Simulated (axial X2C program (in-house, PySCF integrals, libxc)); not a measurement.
# Bond lengths and stretching modes, held linear, of ClGaCl⁻

Computed with an axial X2C code built on PySCF integrals: two-component X2C with atomic mean-field Coulomb and Gaunt terms, Gaussian nuclei, basis Cl dyall-av3z, Ga dyall-v3z with contracted cores. Spin-free rows use the one-electron spin-free X2C Hamiltonian.

Masses Cl 34.969, Ga 68.926, Cl 34.969 u. States: 2c Ω = 0 (all partner blocks equally filled); spin-free M_S = 0, Λ = 0 (closed shell).

r2SCAN, 2c: energies above the lowest point

```
r(Cl–Ga) (Å)  r(Ga–Cl) (Å)  E (meV)
      2.5486        2.5486    13.15
      2.5486        2.6140     3.29
      2.5486        2.6793     4.62
      2.6140        2.5486     3.29
      2.6140        2.6140     0.00
      2.6140        2.6793     7.56
      2.6140        2.7447    23.85
      2.6793        2.5486     4.62
      2.6793        2.6140     7.56
      2.6793        2.6793    21.04
      2.7447        2.6140    23.85
      2.7447        2.7447    70.25
```

Question: Fit a quadratic surface with cubic terms in each bond: where is the minimum, and what are the two stretching wavenumbers?

Answer: At r2SCAN, 2c: bonds 2.605 and 2.605 Å; harmonic stretches 135.6 and 175.2 cm⁻¹; force constants 0.41, 0.41 and coupling 0.22 mdyn/Å.

The other levels and Hamiltonians give:

| Hamiltonian | level | r(Cl–Ga) (Å) | r(Ga–Cl) (Å) | lower stretch (cm⁻¹) | upper stretch (cm⁻¹) |
| --- | --- | --- | --- | --- | --- |
| 2c | PBE0 | 2.613 | 2.613 | 143.0 | 175.7 |
| 2c | HF | 2.719 | 2.719 | 62.1 | 166.0 |
| 2c | MP2 | 2.593 | 2.593 | 143.3 | 176.5 |
| spin-free | PBE0 | 2.612 | 2.612 | 143.0 | 175.7 |
| spin-free | HF | 2.719 | 2.719 | 62.1 | 166.0 |
| spin-free | r2SCAN | 2.604 | 2.604 | 135.6 | 175.2 |
| spin-free | MP2 | 2.593 | 2.593 | 143.2 | 176.5 |

Each state is one determinant, the lowest of a limited PBE0 search; the stretches come from a fit to these few points and carry an uncertainty of a few per cent. Other orders of the atoms were not compared. The levels spread by more than a fifth, so the stretches depend strongly on the method. MP2 freezes inner shells (threshold -2 hartree). For an anion the highest level of a functional can be positive, and the basis then holds the extra electron. The molecule was held linear; bending was not examined, so a bent shape may lie lower.
